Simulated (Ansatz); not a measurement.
System: Si$_{2}$H$_{2}$, charge 0, multiplicity 1. 
Structure (B3LYP-D3(BJ)/def2-TZVP (Ansatz, a program for electronic structure) minimum search):
```
Si
H 1 1.4834
H 1 1.4834 2 112.18
Si 1 2.1998 2 123.91 3 180.00
```
Charge 0, spin multiplicity 1.

Property: vertical ionisation energy (to the doublet state of charge +1; each state is the SCF solution reached for its spin; the UHF <S^2> is 1.04 for the doublet (pure: 0.75); for the doublet T1 is 0.076; for the singlet the Hartree-Fock reference is unstable and T1 is 0.021), in eV. Valence correlation only, unless marked. Open shells are spin-unrestricted. Spin-orbit coupling is left out. No relativistic terms. CBS(X,Y): correlation extrapolated as X^-3; Hartree-Fock from the larger set. The bracket is a focal-point correction in the basis named.

```json
[
 {"level": "HF/aug-cc-pV(T+d)Z", "program": "Ansatz", "vertical ionisation energy (eV)": "6.69"}
]
```

Predict the RI-MP2/CBS(aug-cc-pV(T+d)Z,aug-cc-pV(Q+d)Z)+[CCSD(T)-MP2]/aug-cc-pV(T+d)Z result (Ansatz).

8.13 eV, so HF/aug-cc-pV(T+d)Z differs from it by -1.44 eV.
